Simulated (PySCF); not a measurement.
CH₄S, charge +1, doublet, geometry from GFN2-xTB (a state made from the parent by changing its charge; the spin is typed, not shown lowest); CCSD(T)/6-31G* (PySCF).

PySCF was given this input:
```python
from pyscf import gto, scf, cc

mol = gto.M(
    atom='''
C    -0.073882    1.119810    0.010353
S    -0.041344   -0.650098   -0.006703
H     1.309198   -0.804870    0.002888
H    -1.108580    1.459369    0.005168
H     0.444890    1.505535    0.894568
H     0.459297    1.522683   -0.857495
''',
    basis='6-31g*',
    charge=1,
    spin=1,
    verbose=4,
)

mf = scf.UHF(mol)
mf.kernel()

mycc = cc.CCSD(mf, frozen=6)
mycc.kernel()
et = mycc.ccsd_t()
print('E(CCSD(T)) = %.10f' % (mycc.e_tot + et))
```

Output, abridged:

```
PySCF version 2.14.0

[INPUT] verbose = 4
[INPUT] num. atoms = 6
[INPUT] num. electrons = 25
[INPUT] charge = 1
[INPUT] spin (= nelec alpha-beta = 2S) = 1
[INPUT] symmetry False subgroup None
[INPUT] Mole.unit = angstrom
[INPUT] Symbol           X                Y                Z      unit          X                Y                Z       unit  Magmom
[INPUT]  1 C     -0.073882000000   1.119810000000   0.010353000000 AA   -0.139616745535   2.116134211549   0.019564334568 Bohr   0.0
[INPUT]  2 S     -0.041344000000  -0.650098000000  -0.006703000000 AA   -0.078128836894  -1.228507174127  -0.012666834213 Bohr   0.0
[INPUT]  3 H      1.309198000000  -0.804870000000   0.002888000000 AA    2.474025662828  -1.520983865879   0.005457529048 Bohr   0.0
[INPUT]  4 H     -1.108580000000   1.459369000000   0.005168000000 AA   -2.094912587170   2.757807724680   0.009766104612 Bohr   0.0
[INPUT]  5 H      0.444890000000   1.505535000000   0.894568000000 AA    0.840720255558   2.845048820947   1.690488519800 Bohr   0.0
[INPUT]  6 H      0.459297000000   1.522683000000  -0.857495000000 AA    0.867945539834   2.877453844531  -1.620430703184 Bohr   0.0

nuclear repulsion = 57.110670584471
number of shells = 22
number of NR pGTOs = 94
number of NR cGTOs = 40
basis = 6-31g*
ecp = {}

******** <class 'pyscf.scf.uhf.UHF'> ********
method = UHF
initial guess = minao
damping factor = 0
level_shift factor = 0
DIIS = <class 'pyscf.scf.diis.CDIIS'>
diis_start_cycle = 1
diis_space = 8
diis_damp = 0
SCF conv_tol = 1e-09
SCF conv_tol_grad = None
SCF max_cycles = 50
direct_scf = True
direct_scf_tol = 1e-13
number electrons alpha = 13  beta = 12
Set gradient conv threshold to 3.16228e-05
init E= -437.733844368971

cycle= 1 E= -437.315043650578  delta_E= 0.419  |g|= 0.282  |ddm|= 1.46
cycle= 2 E= -437.378420012238  delta_E= -0.0634  |g|= 0.11  |ddm|= 0.45
cycle= 3 E= -437.386805619472  delta_E= -0.00839  |g|= 0.0357  |ddm|= 0.108
cycle= 4 E= -437.388996686734  delta_E= -0.00219  |g|= 0.0147  |ddm|= 0.0603
cycle= 5 E= -437.38944605749  delta_E= -0.000449  |g|= 0.00553  |ddm|= 0.0319
cycle= 6 E= -437.38951289266  delta_E= -6.68e-05  |g|= 0.00175  |ddm|= 0.0126
cycle= 7 E= -437.389519020426  delta_E= -6.13e-06  |g|= 0.000684  |ddm|= 0.00432
cycle= 8 E= -437.389520035546  delta_E= -1.02e-06  |g|= 0.000336  |ddm|= 0.00196
cycle= 9 E= -437.38952036606  delta_E= -3.31e-07  |g|= 0.000115  |ddm|= 0.0015
cycle= 10 E= -437.389520401843  delta_E= -3.58e-08  |g|= 3.72e-05  |ddm|= 0.000525
cycle= 11 E= -437.389520404844  delta_E= -3e-09  |g|= 1.43e-05  |ddm|= 0.000119
cycle= 12 E= -437.389520405344  delta_E= -4.99e-10  |g|= 5.25e-06  |ddm|= 4.87e-05
Extra cycle  E= -437.389520405384  delta_E= -4.02e-11  |g|= 3.45e-06  |ddm|= 8.63e-06
converged SCF energy = -437.389520405384  <S^2> = 0.76242242  2S+1 = 2.0123841

******** <class 'pyscf.cc.uccsd.UCCSD'> ********
CC2 = 0
CCSD nocc = (np.int64(7), np.int64(6)), nmo = (34, 34)
frozen orbitals 6
max_cycle = 50
direct = 0
conv_tol = 1e-07
conv_tol_normt = 1e-06
diis_space = 6
diis_start_cycle = 0
diis_start_energy_diff = 1e+09
Init t2, MP2 energy = -0.227977895642299
Init E_corr(UCCSD) = -0.227977895653738
cycle = 1  E_corr(UCCSD) = -0.252959520042437  dE = -0.0249816244  norm(t1,t2) = 0.0647465
cycle = 2  E_corr(UCCSD) = -0.260514052797636  dE = -0.00755453276  norm(t1,t2) = 0.0230595
cycle = 3  E_corr(UCCSD) = -0.264195642893328  dE = -0.0036815901  norm(t1,t2) = 0.0122751
cycle = 4  E_corr(UCCSD) = -0.264469052531172  dE = -0.000273409638  norm(t1,t2) = 0.00398291
cycle = 5  E_corr(UCCSD) = -0.264341700757817  dE = 0.000127351773  norm(t1,t2) = 0.00228627
cycle = 6  E_corr(UCCSD) = -0.264363340244298  dE = -2.16394865e-05  norm(t1,t2) = 0.000632336
cycle = 7  E_corr(UCCSD) = -0.264366763591651  dE = -3.42334735e-06  norm(t1,t2) = 0.000192185
cycle = 8  E_corr(UCCSD) = -0.264364064026987  dE = 2.69956466e-06  norm(t1,t2) = 6.28753e-05
cycle = 9  E_corr(UCCSD) = -0.26436395333677  dE = 1.10690216e-07  norm(t1,t2) = 2.50342e-05
cycle = 10  E_corr(UCCSD) = -0.264363644100292  dE = 3.09236479e-07  norm(t1,t2) = 7.82161e-06
cycle = 11  E_corr(UCCSD) = -0.264363577012073  dE = 6.70882185e-08  norm(t1,t2) = 2.80442e-06
cycle = 12  E_corr(UCCSD) = -0.264363504090744  dE = 7.29213296e-08  norm(t1,t2) = 1.26671e-06
cycle = 13  E_corr(UCCSD) = -0.26436348982105  dE = 1.42696942e-08  norm(t1,t2) = 4.87437e-07
UCCSD converged
E(UCCSD) = -437.6538838952051  E_corr = -0.2643634898210495
UCCSD(T) correction = -0.0067012891249438
E(CCSD(T)) = -437.6605851843
```
